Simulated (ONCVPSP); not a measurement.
**Which change was made? (Zr, ONCV)**

| Property | Result |
| --- | --- |
| Element | zirconium |
| Generator | ONCVPSP 4.0.1 |
| Type | optimised norm-conserving Vanderbilt (ONCV) |
| Functional | PBE |
| Relativity | fully relativistic |
| Frozen core | [Ar] 3d10 |
| Valence charge | 12 |
| Reference configuration | 4s2 4p6 4d2 5s1.5 (charge +0.5) |
| Partial waves | 4s+5s: rc 2.35 bohr, ncon 3, nbas 6, qcut 6.1 1/bohr, 2 projectors; 4p: rc 1.35 bohr, ncon 5, nbas 9, qcut 6.7 1/bohr, 2 projectors, debl 1.5 Ha; 4d: rc 3.10 bohr, ncon 3, nbas 7, qcut 4.9 1/bohr, 2 projectors, debl 1.8 Ha |
| Local potential | polynomial inside 1.25 bohr (lpopt 5, dvloc0 3 Ha) |
| Core correction | Teter function, fcfact 4.25, rcfact 1.1 |

Open shells are filled in proportion to 2j + 1.

Cutoffs, loose and tight: the cutoffs (Ha) at which the residual kinetic energy of the hardest occupied pseudo-wave falls to 1 and 0.1 mHa per electron. They do not see the model core or the augmentation charge, which bear on the density cutoff. Test errors are all-electron minus pseudo excitation energies from the reference, over the configurations 4s2 4p6 4d2 5s2; 4s2 4p6 4d2 5s1; 4s2 4p6 4d2 5s0; 4s2 4p6 4d1 5s2; variants that change the core or the reference have their own tests.

The base gives: outcome: generated; cutoff, loose: 33 Ha; cutoff, tight: 121 Ha; bound ghosts: none; GHOST(+) flags above zero: d5/2; largest test error (meV): +58.

(1) After one change the result is: outcome: generated; cutoff, loose: 20 Ha; cutoff, tight: 62 Ha; bound ghosts: none; GHOST(+) flags above zero: none; largest test error (meV): +99. Which change was it?
A. all radii but the core radius scaled by about 0.78 (s 1.84, p 1.06, d 2.42 bohr); local potential polynomial inside 0.98 bohr (lpopt 5, dvloc0 3 Ha)
B. all radii but the core radius scaled by about 1.19 (s 2.78, p 1.60, d 3.68 bohr); local potential polynomial inside 1.48 bohr (lpopt 5, dvloc0 3 Ha)
C. all radii but the core radius scaled by about 1.32 (s 3.10, p 1.78, d 4.08 bohr); local potential polynomial inside 1.64 bohr (lpopt 5, dvloc0 3 Ha)
D. all radii but the core radius scaled by about 0.91 (s 2.14, p 1.22, d 2.82 bohr); local potential polynomial inside 1.14 bohr (lpopt 5, dvloc0 3 Ha)

## Answers

(1) B. The others give: all radii but the core radius scaled by about 0.91 (s 2.14, p 1.22, d 2.82 bohr); local potential polynomial inside 1.14 bohr (lpopt 5, dvloc0 3 Ha) → outcome: generated; cutoff, loose: 28 Ha; cutoff, tight: 90 Ha; bound ghosts: none; GHOST(+) flags above zero: none; largest test error (meV): +40 | all radii but the core radius scaled by about 0.78 (s 1.84, p 1.06, d 2.42 bohr); local potential polynomial inside 0.98 bohr (lpopt 5, dvloc0 3 Ha) → outcome: generated; cutoff, loose: 203 Ha; cutoff, tight: 237 Ha; bound ghosts: p3/2, p1/2; GHOST(+) flags above zero: s; largest test error (meV): +19 | all radii but the core radius scaled by about 1.32 (s 3.10, p 1.78, d 4.08 bohr); local potential polynomial inside 1.64 bohr (lpopt 5, dvloc0 3 Ha) → outcome: generated; cutoff, loose: 17 Ha; cutoff, tight: 22 Ha; bound ghosts: none; GHOST(+) flags above zero: none; largest test error (meV): +138.
